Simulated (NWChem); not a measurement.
BiHCl₂; SMILES [Cl][BiH][Cl]

Computed with NWChem. Medium grid unless said otherwise, to which SCAN and Minnesota functionals are sensitive. The geometry was optimised at PBE0/def2-SVP. def2 effective core potentials on Bi; no spin-orbit coupling. Hybrids' shares of exact exchange are those that their runs print; pure functionals count as 0. The functionals differ in more than this share.

```csv
row,share of exact exchange,orbital gap (eV)
PBE/def2-SVP,0.00,3.87
M06-L/def2-SVP,0.00,4.39
TPSSh/def2-SVP,0.10,withheld
B3LYP/def2-SVP,0.20,5.38
M06-2X/def2-SVP,0.54,8.03
```

Question: Fit a straight line of the last column on the one before it, predict the withheld value, and compare with the run.

Answer: 
1. Means of the 4 shown rows: x = 0.185, y = 5.418. Slope Σ(x − x̄)(y − ȳ)/Σ(x − x̄)² = 1.403/0.1947 = 7.207; intercept 4.084.
2. The shown rows scatter about the line by 0.202 (root mean square); the largest residual is +0.31, at M06-L/def2-SVP.
3. At x = 0.10 (TPSSh/def2-SVP; inside the shown range) the line gives 4.80.
4. The run gives 4.86, +0.06 from the line, 0.3 times the scatter.
